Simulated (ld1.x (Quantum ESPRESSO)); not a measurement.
**Logarithmic derivatives: N (Z = 7), RRKJ**

| Item | Value |
| --- | --- |
| Element | N |
| Generator | ld1.x (Quantum ESPRESSO) 7.5 |
| Type | norm-conserving RRKJ (Kleinman–Bylander form) |
| Functional | LDA (PZ) |
| Relativity | non-relativistic |
| Frozen core | [He] |
| Valence charge | 5 |
| Reference configuration | 2s2 2p3 |
| Partial waves | 2p (bound): rc 1.65 bohr; 2s (bound): rc 0.75 bohr |
| Local potential | the s channel |
| Core correction | a·sin(br)/r model core inside 0.45 bohr |
| rho0 | 0.02 |

The phase is arctan(r·u′/u) with u = r·R(r), unwrapped; energies in Ry, scanned from -3 to 5 Ry. A pole is an energy at which the radial function vanishes at the test radius. The pseudo phase is shifted by a multiple of π to meet the all-electron one at the reference energy, and phase errors are pseudo minus all-electron; the curves can meet again beyond the range given. Levels narrower than the energy grid can be missing from the lists of poles.

**Question.** For each channel, where are the poles, and over which energies does the pseudopotential scatter like the atom?

**Answer.**

| channel | radius (bohr) | reference energy (Ry) | poles, all-electron | poles, pseudo | unbroken range about the reference energy with phases within 0.05 rad | phase error 1 Ry above the reference energy (rad) |
| --- | --- | --- | --- | --- | --- | --- |
| s | 1.80 | -1.35 | -0.12 | -0.12 | below 4.2 | -0.000 |
| p | 1.80 | -0.53 | 0.59 | 0.61 | below 3.1 | +0.004 |

Phases in the p channel:

| E (Ry) | all-electron | pseudo |
| --- | --- | --- |
| -3.00 | 1.199 | 1.200 |
| -2.52 | 1.145 | 1.147 |
| -2.04 | 1.058 | 1.060 |
| -1.56 | 0.890 | 0.893 |
| -1.08 | 0.455 | 0.458 |
| -0.60 | -0.611 | -0.611 |
| -0.12 | -1.269 | -1.268 |
| 0.36 | -1.505 | -1.502 |
| 0.84 | -1.626 | -1.620 |
| 1.32 | -1.709 | -1.700 |
| 1.80 | -1.780 | -1.766 |
| 2.28 | -1.851 | -1.829 |
| 2.76 | -1.936 | -1.900 |
| 3.24 | -2.050 | -1.989 |
| 3.72 | -2.227 | -2.112 |
| 4.20 | -2.533 | -2.301 |
| 4.68 | -3.056 | -2.617 |
